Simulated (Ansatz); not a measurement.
Os3⁻. The state is a doublet with charge -1. Geometry PBE-D4/def2-TZVPD; atoms count from 1.

```xyz
3

Os   -1.1884   -0.3943   -0.4465
Os    0.8577   -0.9433    0.3704
Os    0.3307    1.3376    0.0761
```

In the def2 sets Os takes a core potential; there is no spin–orbit coupling. The charge -1 doublet is spin-contaminated (final ⟨S²⟩ up to 3.70, 0.75 for a pure state). At PBE0-D4/def2-TZVPD a sextet of charge -1 lies 0.50 eV below the doublet, each at its own geometry. The structure comes from a short search, and lower isomers may exist.

(1) Estimate the Mulliken populations from the PBE0/def2-TZVPD orbitals of Ansatz.

(2) Where does the spin sit?

(3) And the Mayer bond orders between heavy atoms (over 0.3)?

Results:

(1) 
```csv
atom,charge (e),spin (α − β),d electrons
Os1,-0.32,1.05,6.67
Os2,-0.30,2.27,6.61
Os3,-0.37,-2.32,6.58
```
Mulliken values depend strongly on the basis. With diffuse functions, as here, like atoms can get unlike values, and bond orders can come out too low or too high.

(2) Summed by element: Os 1.00, of 1 unpaired in all. Largest on single atoms: Os3 -2.32, Os2 2.27, Os1 1.05.

(3) Os1–Os2 2.23 (2.27 Å); Os1–Os3 1.66 (2.36 Å); Os2–Os3 1.47 (2.36 Å).
